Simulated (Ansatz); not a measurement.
Geometry optimisation, Ansatz, RKS PBE/6-31G*.

input.yaml

```yaml
crystal:
  periodic: [false, false, false]
  atoms:
    - { symbol: B, position_ang: [-0.086494, 0.66836, -0.179384] }
    - { symbol: Cl, position_ang: [0.084833, -0.735075, 2.549454] }
    - { symbol: C, position_ang: [1.292933, 0.062213, -0.643629] }
    - { symbol: H, position_ang: [1.285068, -1.043962, -0.657387] }
    - { symbol: H, position_ang: [1.510854, 0.398658, -1.675964] }
    - { symbol: H, position_ang: [2.146195, 0.376838, -0.022987] }
    - { symbol: O, position_ang: [-1.312144, 0.091894, -0.365692] }
    - { symbol: H, position_ang: [-1.224083, -0.81405, -0.720214] }
    - { symbol: S, position_ang: [-0.2368, 2.403216, 0.533896] }
    - { symbol: H, position_ang: [1.096819, 2.65667, 0.562623] }
    - { symbol: H, position_ang: [-0.194281, 0.565239, 2.365184] }
basis:
  gaussian: { orbitals: "6-31G*" }
hamiltonian:
  xc: pbe
relax:
  f_tol: 0.03
  max_steps: 50
```

Launched with:

```bash
$ ansatz run input.yaml --threads 2 --pin off --max-ram 3072MiB --backend cpu --events-out ev --progress --plain --runs-dir out
```

Where does it end, and by what steps?

It converged. The force dipped under the threshold on the way, but the program's further checks kept it going. After 23 steps the energy has fallen by 0.144 eV; Cl2 moved furthest, 1.51 Å.

```csv
step,energy less start (eV),largest force component (eV/Å),accepted
0,0.0000,0.709,yes
1,-0.0541,0.817,yes
2,-0.0822,0.702,yes
3,-0.1053,0.432,yes
4,-0.1188,0.323,yes
5,-0.0118,1.748,no
6,-0.1254,0.058,yes
7,-0.1276,0.041,yes
8,-0.1304,0.047,yes
9,-0.1337,0.140,yes
10,-0.1355,0.090,yes
11,-0.1368,0.123,yes
12,-0.1380,0.090,yes
13,-0.1394,0.064,yes
14,-0.1408,0.064,yes
15,-0.1415,0.111,yes
16,-0.1420,0.076,yes
17,-0.1424,0.059,yes
18,-0.1430,0.046,yes
19,-0.1433,0.033,yes
20,-0.1437,0.023,yes
21,-0.1438,0.058,yes
22,-0.1439,0.049,yes
23,-0.1443,0.004,yes
```

```xyz
11
Properties=species:S:1:pos:R:3
B -0.090 0.508 -0.351
Cl 0.010 0.093 3.816
C 1.296 0.062 -0.961
H 1.208 -0.793 -1.655
H 1.782 0.888 -1.511
H 1.996 -0.235 -0.159
O -1.284 -0.127 -0.548
H -1.175 -0.910 -1.122
S -0.257 1.989 0.758
H 1.057 2.333 0.754
H -0.180 0.821 2.725
```

Whether the end is a true minimum wasn't checked by a vibrational analysis.

Time of the run: 57 s on 2 threads of Arm Neoverse V1 (shared host), peak memory 0.18 GiB.
